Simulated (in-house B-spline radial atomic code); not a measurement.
The numbers below are computed, except where a source is named.
H ion on Ti atom: potential, deflection and energy transfer

The pair potential comes from two frozen, spherical free-atom densities (PBE, B-spline radial code, scalar-relativistic past argon): electrostatics plus the change in Thomas-Fermi kinetic and Dirac exchange energy where they overlap, the recipe behind the universal ZBL potential, which averages such potentials (from solid-state densities) over many pairs. It is written V = (Z1 Z2 e²/r) φ(r/a), with e² = 14.3996 eV·Å and a = 0.46850 Å/(Z1^0.23 + Z2^0.23); ZBL's fit is φ = 0.18175 e^(−3.1998x) + 0.50986 e^(−0.94229x) + 0.28022 e^(−0.4029x) + 0.02817 e^(−0.20162x). Where φ falls below 4e-4 it is continued as an exponential.

Masses 1.01 and 47.87 u.

| x = r/a | φ, this pair | φ, ZBL |
| --- | --- | --- |
| 0.1 | 0.8864 | 0.8928 |
| 0.25 | 0.763 | 0.7647 |
| 0.5 | 0.616 | 0.6096 |
| 1 | 0.4293 | 0.4164 |
| 1.5 | 0.326 | 0.2995 |
| 2 | 0.2524 | 0.2218 |
| 3 | 0.1484 | 0.1292 |
| 4 | 0.09007 | 0.08026 |
| 5 | 0.05842 | 0.05224 |
| 6.5 | 0.03277 | 0.02914 |
| 8 | 0.01848 | 0.01705 |
| 10 | 0.008169 | 0.008778 |
| 12 | 0.003315 | 0.00474 |
| 14.5 | 0.0008339 | 0.002328 |

Task: At x = 6.5 the electrostatic, kinetic and exchange parts are -4.33, 19.4 and -4.73 eV. Find r, V and φ.

Result: a = 0.46850/(1.0000 + 2.0359) = 0.15432 Å, so r = 1.00308 Å. V = -4.33 + 19.4 + (-4.73) = 10.34 eV. The bare repulsion is 1 × 22 × 14.3996/1.00308 = 315.82 eV, so φ = 0.0327, +12.4 % against ZBL's 0.0291. The kinetic (Pauli) term is 188 % of V here, as the other two terms together attract.

Task: The ion comes in at 2.096 keV with impact parameter 0.0772 Å. The scattering integral gives a centre-of-mass angle of 63.16° and a closest approach of 0.8018 a. What are the reduced energy, the energy passed on and the laboratory angles?

Result: ε = E a M2/(Z1 Z2 e² (M1 + M2)) = 2096 × 4.7707e-04 = 1. The most that one collision can pass on is γE with γ = 4 M1 M2/(M1 + M2)² = 0.0809. Here T = γE sin²(θ/2) = 0.0809 × 2096 × 0.2743 = 46.54 eV. The ion turns by arctan(sin θ/(cos θ + M1/M2)) = 62.1°, and the struck atom leaves at (180° − θ)/2 = 58.4°. The closest approach is 0.124 Å. With ZBL the angle would be 63.04° and T = 46.37 eV.
